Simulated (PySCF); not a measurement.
**Frontier orbitals and the lowest excitations**

Species: ZrEtCl3, C2H5Cl3Zr (singlet state).
Z-matrix (Å and degrees, PBE0-D3(BJ)/def2-SVP geometry), rows numbered from 1:
```
Zr
C   1  2.1698
C   2  1.5260  1  114.08
H   2  1.1081  1  106.45  3  -123.96
H   2  1.1083  1  105.86  3   123.36
H   3  1.1030  2  111.77  1   179.82
H   3  1.1016  2  111.75  1   -60.33
H   3  1.1016  2  111.70  1    60.08
Cl  1  2.3389  2  104.44  3    59.79
Cl  1  2.3325  2  104.20  3   -60.28
Cl  1  2.3334  2  104.46  3  -178.50
```

Method: TDDFT CAM-B3LYP/def2-SVPD, vertical, gas phase, core orbitals frozen in the response, def2 core potentials past Kr in PySCF 2.14.0, density-fitted response routines. Spin–orbit coupling is left out.

Kohn–Sham orbitals with the atoms that hold most of them (Löwdin shares over 4%, at most four atoms; ? is withheld):

| orbital | ε (eV) | atoms |
| --- | --- | --- |
| LUMO+2 | -0.49 | Zr1 62%, Cl10 11%, Cl9 10%, Cl11 9% |
| LUMO+1 | -1.16 | Zr1 71%, Cl9 9%, Cl10 7%, Cl11 6% |
| LUMO | ? | ? |
| HOMO | -9.34 | ? |
| HOMO-1 | -10.83 | Cl10 34%, Cl9 32%, Cl11 31% |
| HOMO-2 | -11.09 | Cl10 37%, Cl9 32%, Cl11 20%, Zr1 5% |
| HOMO-3 | -11.10 | Cl11 43%, Cl9 30%, Cl10 18%, Zr1 6% |

Q: Which atoms hold the HOMO, and with what shares?

A: C2 (bonded to C, Zr and 2 H) 40%; Zr1 (bonded to C and 3 Cl) 25%; C3 (bonded to C and 3 H) 12%; H6 (bonded to C) 6%. By element: carbon 53%, zirconium 25%, hydrogen 6% or more.

Q: Which atoms hold the LUMO, and with what shares?

A: Zr1 (bonded to C and 3 Cl) 71%; Cl11 (bonded to Zr) 9%; Cl10 (bonded to Zr) 7%; Cl9 (bonded to Zr) 5%. By element: zirconium 71%, chlorine 21%.

Q: What is the LUMO energy, and the HOMO–LUMO gap?

A: ε(LUMO) = -1.20 eV; the gap is 8.14 eV (0.2990 hartree).

Q: The HOMO–LUMO gap is 8.14 eV. Where does the response calculation put the lowest singlet, and from which orbitals?

A: S1 is at 4.13 eV (f = 0.0006), 4.01 eV below the gap, made of HOMO→LUMO (96%). 

Q: Give energy, strength and leading configuration of S1, S2, S5 and S6, and follow the Löwdin shares of the leading atoms from the occupied to the empty orbital.

A: 
- S1 (4.13 eV, f 0.0006), HOMO→LUMO (96%): C2 40% → at most 6%, Zr1 25% → 71%, Cl11 at most 7% → 9%; the Löwdin share of zirconium is 25% in HOMO and 71% in LUMO
- S2 (4.17 eV, f 0.0001), HOMO→LUMO+1 (95%): C2 40% → at most 7%, Zr1 25% → 71%, Cl9 at most 7% → 9%; the Löwdin share of zirconium is 25% in HOMO and 71% in LUMO+1
- S5 (6.08 eV, f 0.0027), HOMO-1→LUMO (81%): Cl10 34% → 7%, Cl9 32% → 5%, Zr1 at most 3% → 71%, Cl11 31% → 9%; the Löwdin share of zirconium is at most 3% in HOMO-1 and 71% in LUMO (ligand-to-metal charge transfer by this measure)
- S6 (6.11 eV, f 0.0024), HOMO-1→LUMO+1 (78%): Cl10 34% → 7%, Cl9 32% → 9%, Zr1 at most 3% → 71%; the Löwdin share of zirconium is at most 3% in HOMO-1 and 71% in LUMO+1 (ligand-to-metal charge transfer by this measure)

The run took 2.0 min of wall time (grids of density and orbitals included) on Arm Neoverse V1, one thread, shared host with 64 logical CPUs at a one-minute load of 12, and the process peaked at 1.2 GiB of memory.
